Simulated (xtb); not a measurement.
Ge(F)(SH)3 (FGeH3S3), SMILES [SH][Ge]([SH])([F])[SH]. All values are semi-empirical tight-binding results from xtb (GFN2-xTB unless named), good for trends rather than for accurate numbers. The structure is a stationary point at GFN2-xTB. This is a generated structure with no PubChem entry under its InChIKey; it may be hypothetical. Other conformers were not sampled.

For metal compounds this method's bond lengths and energies can be far off.

```yaml
point_group_as_xtb_finds_it: C3
orbital_gap: 2.97 eV
zero_point_energy: 16.7 kcal/mol
G − E(el) at 298.15 K (modified RRHO): -6.0 kcal/mol
```
